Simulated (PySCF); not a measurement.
**Worked example: entropy of an ideal gas**

C₃H₄O₂Si, SMILES O=C1C=C[SiH2]O1.

Coordinates come from a PBE0-D3(BJ)/def2-SVP optimisation. The structure was generated by enumeration, and PubChem lists no compound with its InChIKey, so it may never have been made.

PySCF with PBE0-D3(BJ)/def2-SVP gives the harmonic wavenumbers 153, 267, 468, 512, 566, 611, 672, 710, 739, 791, 849, 882, 963, 975, 1016, 1064, 1239, 1321, 1648, 1916, 2272, 2274, 3217, 3240 cm⁻¹ and the rotational temperatures 0.3008, 0.1328, 0.0943 K. The molar mass is 100.15 g/mol, the symmetry number 1, the spin multiplicity 1.

Work out the entropy at 298.15 K and 1 atm in the rigid-rotor, harmonic-oscillator model.


Translation (Sackur–Tetrode at 1 atm): S = R[1.5 ln M + 2.5 ln T − 1.16487] = 166.2 J/(mol K).
Rotation: q = (√π/σ) T^1.5/√(θA θB θC) = 149000, S = R[ln q + 3/2] = 111.5 J/(mol K).
Vibration: with u = 1.4388 ν/T, each mode gives R[u/(e^u − 1) − ln(1 − e^−u)]:
```json
[
 {"ν (cm⁻¹)": "153", "modes": "1", "u": "0.74", "S (J/(mol K))": "11.02"},
 {"ν (cm⁻¹)": "267", "modes": "1", "u": "1.29", "S (J/(mol K))": "6.76"},
 {"ν (cm⁻¹)": "468", "modes": "1", "u": "2.26", "S (J/(mol K))": "3.11"},
 {"ν (cm⁻¹)": "512", "modes": "1", "u": "2.47", "S (J/(mol K))": "2.63"},
 {"ν (cm⁻¹)": "566", "modes": "1", "u": "2.73", "S (J/(mol K))": "2.14"},
 {"ν (cm⁻¹)": "611", "modes": "1", "u": "2.95", "S (J/(mol K))": "1.80"},
 {"ν (cm⁻¹)": "672", "modes": "1", "u": "3.24", "S (J/(mol K))": "1.43"},
 {"ν (cm⁻¹)": "710", "modes": "1", "u": "3.43", "S (J/(mol K))": "1.23"},
 {"ν (cm⁻¹)": "739", "modes": "1", "u": "3.57", "S (J/(mol K))": "1.10"},
 {"ν (cm⁻¹)": "791", "modes": "1", "u": "3.82", "S (J/(mol K))": "0.90"},
 {"ν (cm⁻¹)": "849", "modes": "1", "u": "4.10", "S (J/(mol K))": "0.72"},
 {"ν (cm⁻¹)": "882", "modes": "1", "u": "4.26", "S (J/(mol K))": "0.63"},
 {"ν (cm⁻¹)": "963", "modes": "1", "u": "4.65", "S (J/(mol K))": "0.45"},
 {"ν (cm⁻¹)": "975", "modes": "1", "u": "4.71", "S (J/(mol K))": "0.43"},
 {"ν (cm⁻¹)": "1016", "modes": "1", "u": "4.90", "S (J/(mol K))": "0.37"},
 {"ν (cm⁻¹)": "1064", "modes": "1", "u": "5.13", "S (J/(mol K))": "0.30"},
 {"ν (cm⁻¹)": "1239", "modes": "1", "u": "5.98", "S (J/(mol K))": "0.15"},
 {"ν (cm⁻¹)": "1321", "modes": "1", "u": "6.37", "S (J/(mol K))": "0.10"},
 {"ν (cm⁻¹)": "1648", "modes": "1", "u": "7.95", "S (J/(mol K))": "0.03"},
 {"ν (cm⁻¹)": "1916", "modes": "1", "u": "9.25", "S (J/(mol K))": "0.01"}
]
```
The stiffer modes add less than 0.005 each. Sum 35.3 J/(mol K).
Spin: R ln 1 = 0.0 J/(mol K).
Total 313.0 J/(mol K); the program's own thermochemistry gives 313.0. Translation makes up 53 % and vibration 11 %. Anharmonicity, hindered rotation and orbital degeneracy are left out.
